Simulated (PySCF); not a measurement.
A side-by-side comparison of computed properties.

First species: CH4F4SSi2.
SMILES: `F[SiH2]S[Si@H](F)C(F)F`

Second species: alpha-methyl-delta-valerolactone, C6H10O2.
SMILES: `C[C@@H]1CCCOC1=O`

Levels: CAM-B3LYP/def2-SVPD for HOMO energy, LUMO energy, HOMO–LUMO gap and static isotropic polarisability; TDDFT CAM-B3LYP/def2-SVPD for lowest singlet excitation; TDA CAM-B3LYP/def2-SVPD for lowest triplet excitation (Tamm–Dancoff). Geometries: GFN2-xTB. Each structure is a single optimised conformer of the isolated species, non-relativistic unless stated; the electronic structure was computed with PySCF and density fitting.

Dipoles, sizes and rotational constants follow the conformer. The torsions of the flexible species, by atom-mapped SMILES:
- `[F:1][SiH2:2][S:3][Si@H:4]([F:5])[CH:6]([F:7])[F:8]`: F1–Si2–S3–Si4 38°, Si2–S3–Si4–F5 176°, S3–Si4–C6–F7 -41°

The conformers of `C[C@@H]1CCCOC1=O` aren't listed.

Values for the first species:

| Item | Value |
| --- | --- |
| HOMO energy | -9.43 eV |
| LUMO energy | -0.05 eV |
| HOMO–LUMO gap | 9.38 eV |
| Lowest singlet excitation | 5.94 eV |
| Lowest triplet excitation (Tamm–Dancoff) | 5.68 eV |
| Static isotropic polarisability | 82.4 au |

(1) Estimate the same properties for the second species, and the change in each.

Answers

(1) 
```json
{"property": "HOMO energy", "first": "-9.43 eV", "second": "-9.15 eV", "second less first": "+0.28 eV"}
{"property": "LUMO energy", "first": "-0.05 eV", "second": "0.84 eV", "second less first": "+0.89 eV"}
{"property": "HOMO–LUMO gap", "first": "9.38 eV", "second": "9.99 eV", "second less first": "+0.61 eV"}
{"property": "lowest singlet excitation", "first": "5.94 eV", "second": "5.60 eV", "second less first": "-0.34 eV"}
{"property": "lowest triplet excitation (Tamm–Dancoff)", "first": "5.68 eV", "second": "5.10 eV", "second less first": "-0.58 eV"}
{"property": "static isotropic polarisability", "first": "82.4 au", "second": "74.5 au", "second less first": "-7.9 au"}
```

On the first: No computed singlet falls in the visible range (750 to 380 nm, 1.65 to 3.26 eV); S1 lies 2.68 eV above its blue end. The principal polarisabilities are 71.2, 79.6 and 96.5 au; their mean is the isotropic value.

On the second: The principal polarisabilities are 61.9, 74.8 and 86.7 au; their mean is the isotropic value. No computed singlet falls in the visible range (750 to 380 nm, 1.65 to 3.26 eV); S1 lies 2.34 eV above its blue end.
